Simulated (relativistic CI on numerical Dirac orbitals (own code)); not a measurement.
**One change at a time: Ar¹⁴⁺**

Base calculation: Dirac-Coulomb-Breit CI, separate exchange-only KLI orbitals for each configuration, model QED, unscaled Slater integrals.

Configuration list (outside the closed core 1s2): 2s2, 2s.2p, 2p2, 2p.3s, 2p.3p, 2s.3s, 2s.3p, 2s.3d, 2s.4s, 2s.4p, 2s.4d, 2s.4f, 2s.5s, 2s.5p, 2s.5d, 2s.5f, 2s.5g, 3s2, 3s.3p, 3p2. Levels of other configurations are missing.

Variants: (1) configuration mixing switched off. Shifts of the energy above 2s2 1S_0, in eV, for the lowest level and the first level of each name with at least 55 % of one term (blank where a level changes its place among those of its configuration and J or its character, or is not in the variant):

| Level | Base | Δ(1) |
| --- | --- | --- |
| 2s2 1S_0 | 0.000 | 0.000 |
| 2s.2p 3P°_0 | 28.494 | -5.605 |
| 2s.2p 3P°_1 | 29.384 | -5.604 |
| 2s.2p 3P°_2 | 31.457 | -5.604 |
| 2s.2p 1P°_1 | 57.732 | -5.532 |
| 2p2 3P_0 | 75.376 | -5.672 |
| 2p2 3P_1 | 76.619 | -5.600 |
| 2p2 3P_2 | 78.263 | -5.585 |
| 2p2 1D_2 | 86.360 | -5.127 |
| 2p2 1S_0 | 105.872 | -10.866 |
| 2s.3s 3S_1 | 487.990 | -4.504 |
| 2s.3s 1S_0 | 493.412 | -3.571 |
| 2s.3p 1P°_1 | 501.684 |  |
| 2s.3p 3P°_0 | 501.863 | -5.462 |

At this charge energies of transitions that change n are usually good to better than 1 %, and those within a shell (Δn = 0) to a few per cent.

Ionisation energy from the two ground configurations alone: base 849.858 eV. The NIST ASD value (semi-empirical) is 855.5 eV.

LS names give the leading component of a level, which can be under half, so a name can repeat, a term be missing and a line seem to break the LS rules.
